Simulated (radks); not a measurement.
The numbers below are computed, except where a source is named.
Effect of the nuclear size on neutral arsenic, [Ar] 3d10 4s2 4p3. Level of theory: Dirac Kohn-Sham, LDA (Slater exchange, Perdew-Wang correlation), spin-unpolarised, spherical densities, finite nucleus; open shells fill j = l - 1/2 first; Fermi nuclear charge, rms radius 4.0968 fm (a radial shooting solver on a logarithmic mesh with Libxc functionals). The rms radius is varied about that value; shifts are against it.

[
 {"rms radius (fm)": "3.6052", "total energy shift (eV)": "-0.0891", "density at nucleus (e/bohr^3)": "3.569e+04", "1s1/2 shift (meV)": "-37.9", "2s1/2 shift (meV)": "-3.73", "3p1/2 shift (meV)": "0.056", "4s1/2 shift (meV)": "-0.047"},
 {"rms radius (fm)": "3.851", "total energy shift (eV)": "-0.0459", "density at nucleus (e/bohr^3)": "3.553e+04", "1s1/2 shift (meV)": "-19.5", "2s1/2 shift (meV)": "-1.92", "3p1/2 shift (meV)": "0.029", "4s1/2 shift (meV)": "-0.024"},
 {"rms radius (fm)": "4.0968", "total energy shift (eV)": "0", "density at nucleus (e/bohr^3)": "3.538e+04", "1s1/2 shift (meV)": "0.000", "2s1/2 shift (meV)": "0.000", "3p1/2 shift (meV)": "0.000", "4s1/2 shift (meV)": "0.000"},
 {"rms radius (fm)": "4.318", "total energy shift (eV)": "0.0436", "density at nucleus (e/bohr^3)": "3.526e+04", "1s1/2 shift (meV)": "18.5", "2s1/2 shift (meV)": "1.82", "3p1/2 shift (meV)": "-0.027", "4s1/2 shift (meV)": "0.023"},
 {"rms radius (fm)": "5.0022", "total energy shift (eV)": "0.192", "density at nucleus (e/bohr^3)": "3.491e+04", "1s1/2 shift (meV)": "81.5", "2s1/2 shift (meV)": "8.02", "3p1/2 shift (meV)": "-0.120", "4s1/2 shift (meV)": "0.101"}
]

Slopes of the eigenvalues against <r^2> in GHz/fm^2, as finite differences over the two radii next to the reference (eigenvalue slopes, not the field-shift constants of lines): 1s1/2 2410, 2s1/2 237, 3p1/2 -3.54, 4s1/2 3.00.
